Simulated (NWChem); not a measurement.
CH₇NO₂Si; SMILES [SiH](O)(N)OC

```xyz
12

Si     0.1097     0.4786    -0.4580
N     -1.4100     0.9051     0.2047
O      1.1894     1.2060     0.5750
O      0.2342    -1.1715    -0.5347
C     -0.0445    -2.0399     0.5306
H      0.4038     0.8833    -1.8597
H     -2.2818     0.5815    -0.1941
H     -1.5194     1.7670     0.7245
H      2.0802     1.3154     0.2317
H     -0.3162    -3.0283     0.1274
H     -0.8795    -1.6744     1.1536
H      0.8365    -2.1692     1.1839
```
Atoms are numbered in this order, from 1.

All runs: NWChem. Pople sets run with spherical d functions. STO-3G and 3-21G are far too small for this property and stand as cheap habits. Structure relaxed at the PBE0/def2-SVP level. Not confirmed as a minimum by frequencies. GIAO values for the isolated, static molecule; σ is the absolute isotropic shielding, δ = σ(reference) − σ with the isolated reference molecule computed at the same levels (13C: tetramethylsilane, 1H: tetramethylsilane, 17O: water, 29Si: tetramethylsilane).

```json
[
 {"level": "B3LYP/6-31G*", "δ Si1 (ppm)": "-30.7", "δ O3 (ppm)": "43.0", "δ O4 (ppm)": "36.9", "δ C5 (ppm)": "46.5", "δ H6 (ppm)": "4.95", "δ H7 (ppm)": "-0.45", "δ H8 (ppm)": "0.02", "relative time": "9"},
 {"level": "Hartree-Fock/STO-3G", "δ Si1 (ppm)": "-9.3", "δ O3 (ppm)": "-77.9", "δ O4 (ppm)": "-103.7", "δ C5 (ppm)": "45.4", "δ H6 (ppm)": "2.19", "δ H7 (ppm)": "-1.63", "δ H8 (ppm)": "-1.28", "relative time": "1"},
 {"level": "PBE0/pcSseg-1", "δ Si1 (ppm)": "-41.6", "δ O3 (ppm)": "56.6", "δ O4 (ppm)": "46.1", "δ C5 (ppm)": "49.6", "δ H6 (ppm)": "4.66", "δ H7 (ppm)": "0.13", "δ H8 (ppm)": "0.58", "relative time": "20"},
 {"level": "Hartree-Fock/6-31G*", "δ Si1 (ppm)": "-37.1", "δ O3 (ppm)": "28.6", "δ O4 (ppm)": "5.6", "δ C5 (ppm)": "44.5", "δ H6 (ppm)": "4.56", "δ H7 (ppm)": "-0.11", "δ H8 (ppm)": "0.38", "relative time": "8"}
]
```

Relative times are rough (shared machine, one core).
